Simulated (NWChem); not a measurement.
C3H9ClGe; SMILES [CH3][Ge]([Cl])([CH3])[CH3]

```xyz
14

C      1.0546     1.5412    -0.8290
Ge     0.0000     0.0000    -0.2836
C      0.8074    -1.6839    -0.8290
C     -1.8620     0.1427    -0.8290
Cl     0.0000     0.0000     1.9074
H      1.0978     1.6032    -1.9275
H      0.6064     2.4672    -0.4415
H      2.0798     1.4595    -0.4405
H      0.2241    -2.5309    -0.4405
H      0.8395    -1.7523    -1.9275
H      1.8335    -1.7587    -0.4415
H     -1.9373     0.1492    -1.9275
H     -2.3038     1.0714    -0.4405
H     -2.4398    -0.7085    -0.4415
```
Atoms are numbered in this order, from 1.

Results from NWChem. Medium grid unless said otherwise, to which SCAN and Minnesota functionals are sensitive. The geometry was optimised at PBE0/def2-SVP. B3LYP is NWChem's, with the RPA form of VWN correlation.

Problem. Order these by “orbital gap (eV)”, lowest first: TPSS/def2-SVP; B3LYP/def2-SVP; MPW1K/def2-SVP; Hartree-Fock/def2-SVP.

Solution. TPSS/def2-SVP (7.10), B3LYP/def2-SVP (8.61), MPW1K/def2-SVP (10.84), Hartree-Fock/def2-SVP (15.18)
